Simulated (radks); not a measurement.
Rh+, 44 electrons, occupied as [Kr] 4d8. Calculated with a radial shooting solver on a logarithmic mesh with Libxc functionals: Dirac Kohn-Sham, BLYP, spin-unpolarised, spherical densities, point nucleus; open shells fill j = l - 1/2 first.

Normalised radial functions P(r) = r R(r) (large component), r in bohr:

```
   r/bohr * 4p1/2, o 4d5/2 (the largest magnitude, 1.1, reaches the edge; | marks zero, & curves that meet)
 0.003281                             &
 0.004307                             &
 0.005653                             &
 0.007421                             o*
 0.009662                             o*
  0.01268                             o *
  0.01665                             o *
  0.02185                             o  *
  0.02868                             o    *
  0.03765                             |o     *
  0.04902                             |o      *
  0.06434                             | o      *
  0.08446                             |  o     *
   0.1109                             |    o*
   0.1455                             *      o
   0.1895                     *       |        o
   0.2487               *             |         o
   0.3264                *            |       o
   0.4285                         *   | o
   0.5624                       o     |          *
   0.7323               o             |                      *
   0.9613         o                   |                          *
    1.262         o                   |                     *
    1.656            o                |           *
    2.174                 o           |    *
    2.831                     o       | *
    3.715                         o   *
    4.877                            o*
```

4p1/2: eigenvalue -60.696 eV, 2 radial nodes at r = 0.144, 0.464 bohr, <r> = 1.06 bohr, 90 % of the charge inside 1.57 bohr. 4d5/2: eigenvalue -13.335 eV, 1 radial node at r = 0.466 bohr, <r> = 1.56 bohr, 90 % of the charge inside 2.54 bohr.
